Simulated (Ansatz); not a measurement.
BFH₅NSi (`NB(F)[SiH3]`). Total charge 0; spin multiplicity 1.

```xyz
9

N    -0.3229   -0.8999   -1.3483
B    -0.2471    0.3124   -0.6700
F    -0.5831    1.4264   -1.3416
Si    0.3472    0.4508    1.2668
H    -0.6164   -0.9660   -2.3106
H    -0.0907   -1.7789   -0.9222
H     1.5759    1.2831    1.3916
H    -0.7111    1.0716    2.1105
H     0.6482   -0.8994    1.8239
```

What are the harmonic wavenumbers in cm⁻¹ at PBE0-D4/def2-TZVP (Ansatz, finite differences of forces, unscaled)? (Best estimate.)

The calculation gave: 85, 187, 332, 340, 536, 553, 577, 614, 653, 891, 902, 941, 941, 1250, 1382, 1627, 2203, 2216, 2218, 3606, 3724.

Is this a minimum?

Yes, all 21 modes are real.

Give the ideal-gas thermochemistry at 298.15 K and 1 bar (rigid rotor, harmonic oscillator; point group Cs, symmetry number 1).

Zero-point energy 154.2 kJ/mol; H(298) − E = 172.4 kJ/mol; entropy 318.5 J/(mol·K), of which translation 163.0, rotation 107.6, vibration 47.9; G(298) − E = 77.5 kJ/mol. Modes under 100 cm⁻¹ are hindered rotations or soft bends, so the harmonic entropy is rough.

Rotational constants (cm⁻¹)?

0.2976, 0.1223, 0.08938.
